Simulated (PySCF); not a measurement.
HgBr₂: one-bond stretch

Method: B3LYP/[Hg def2-SVP with ECP60, Br def2-SVP], scalar-relativistic core potentials, density fitting, no spin–orbit coupling, PySCF.

Rigid scan from the singlet minimum (Hg–Br 2.443 Å (×2); Br–Hg–Br 180.0°). Coordinate: the bond from Hg to the last atom (Br) scaled, the rest fixed. Energies in kJ/mol from the minimum.

```
scale of one bond  E (kJ/mol)  dipole size (D)
             0.92        30.1             0.73
             0.96         6.5             0.37
             1.00         0.0             0.00
             1.05         7.4             0.46
             1.12        34.0             1.07
             1.20        74.4             1.71
             1.35       151.8             2.69
             1.55       233.8                –
             1.80       298.6                –
             2.20       347.7                –
```

At long bonds a restricted determinant can lie too high, and another spin state can fall below this curve.

Spin–orbit coupling, left out here, can matter for elements this heavy.
